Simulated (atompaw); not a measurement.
## Ti (Z = 22): one change to a PAW (atompaw) potential, before and after

atompaw 4.2.0.5 input, output lines left out:

```
Ti 22
GGA-PBESOL scalarrelativistic loggrid 1500 logderivrange -6 5 276
4 4 3 0 0 0
4 0 0
4 1 0
3 2 2
0 0 0
c
c
c
v
c
v
v
v
2
3.00 2.25 2.45 2.55
y
1.5
n
n
y
-0.8
n
custom rrkj vanderbiltortho sinc
3 0 ultrasoft
3.00
3.00
1.80
3.00
3.00
3.00
```

All-electron outer shells of the reference configuration (PBEsol, scalar-relativistic, ld1.x):

| shell | level (eV) | outermost node (bohr) | outermost maximum (bohr) |
| --- | --- | --- | --- |
| 3s | -78.33 | 0.40 | 0.87 |
| 3p | -54.64 | 0.37 | 0.90 |
| 3d | -19.62 | – | 0.97 |
| 4s | -16.65 | 1.23 | 2.58 |
| 4p | -12.19 | 1.35 | 3.07 |

Change: reference 3p6 3d2 4s2 4p0.

Cutoffs: the cutoffs (Ry, on a coarse ladder) from which the occupation-weighted sum of valence levels, in a spherical-Bessel basis at the reference potential, stays within 10 and 1 mRy of its value at 400 Ry; they do not see the model core or the augmentation charge, which bear on the density cutoff.

Question: What does the change do?

Answer: The potential gets neither clearly harder nor softer (25 Ry and 45 Ry → 25 Ry and 45 Ry); the range in which the p phases agree widens (upper end 2.3 → 3.5); the range in which the d phases agree widens (upper end -0.1 → 1.0); neither file shows a bound ghost.

```csv
quantity,base,changed
"cutoff, loose",25 Ry,25 Ry
"cutoff, tight",45 Ry,45 Ry
bound ghosts,none,none
s: phases at 3.02 bohr within 0.05 rad from the reference energy up to (Ry; the scan ends near 5),1.8,2.8
p: phases at 3.02 bohr within 0.05 rad from the reference energy up to (Ry; the scan ends near 5),2.3,3.5
d: phases at 3.02 bohr within 0.05 rad from the reference energy up to (Ry; the scan ends near 5),-0.1,1.0
lowest overlap eigenvalue by channel,"s 0.64, p 0.53, d 0.11","s 0.58, p 0.57, d 0.91"
```

 The cutoffs see the waves, projectors and local potential, not the compensation charge or the core.
